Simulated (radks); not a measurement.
Spherical jellium clusters: N electrons in a uniform positive sphere of charge N and radius rs N^(1/3), rs = 5.13 bohr. Method: non-relativistic Kohn-Sham, PBEsol, spin-polarised, spherical densities; computed with a radial shooting solver with Libxc functionals. Levels are named by radial order and angular momentum (1s, 1p, 1d, 2s, ...), and open shells are averaged over m.

N = 4, configuration 1s2 1p(up 2, down 0). This is the lowest configuration that the search found. Occupied levels:

level,occupation,eigenvalue (eV),<r> (bohr)
1s up,1,-3.3531,5.805
1s down,1,-2.9389,5.396
1p up,2,-2.3071,7.046

Energy (eV): total -6.30252, kinetic 4.9127, external -62.755, Hartree 30.899, exchange-correlation -11.438, background 32.079.
